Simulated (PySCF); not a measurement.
# Bond lengths and vibrations by method: AlBCH3 cation

These are calculations, not measurements. They come from PySCF 2.14.0, an open-source quantum chemistry program, on an isolated molecule that a program drew, which may never have been made. The molecule is AlBCH3 cation (charge +1, singlet), drawn as the SMILES string `C=[B][AlH+]`.

The geometry was optimised and harmonic frequencies were computed with HF and MP2, all in the cc-pV(D+d)Z basis, for the commonest isotopes, with a restricted reference for singlets and an unrestricted one otherwise, and a frozen core in MP2. Each result is a local minimum of its method.

Geometry at the HF minimum:
```xyz
6
AlBCH3 cation, angstrom
C    -0.0516    0.2331    1.1432
B     0.7021    1.2762    0.6234
Al    1.8094    2.8076   -0.1413
H    -0.6697   -0.4044    0.5160
H    -0.0638   -0.0015    2.2045
H     2.6473    3.9666   -0.7208
```

Lengths of the bonds as drawn, in Å (atoms numbered as above):
```
bond,HF,MP2
C1-B2,1.388,1.402
B2-Al3,2.039,2.045
C1-H4,1.087,1.101
C1-H5,1.087,1.101
Al3-H6,1.543,1.548
```

Rotational constants, in GHz:
| constant | HF | MP2 |
|---|---|---|
| A | 296.7 | 288.5 |
| B | 3.925 | 3.881 |
| C | 3.874 | 3.83 |

Harmonic frequencies in cm^-1, each column in rising order, so a row needn't be the same motion in every method:
```
rank    HF   MP2
   1   155   142
   2   190   165
   3   440   405
   4   453   425
   5   530   516
   6   684   572
   7   981   805
   8  1385  1277
   9  1627  1542
  10  2161     ?
  11  3287  3153
  12  3374  3246
```

**Estimate the missing MP2 frequency from the HF column.**

A single factor s that minimises the squared misfit of MP2 against s times HF over the other rows is sum(HF x MP2) / sum(HF^2) = 0.9498, with an rms misfit of 49 cm^-1. For rank 10 it gives 0.9498 x 2161 = 2053 cm^-1. The calculation gives 2111 cm^-1, 58 cm^-1 above the estimate. The drawn bonds are on average 0.8 % longer in MP2 than in HF.
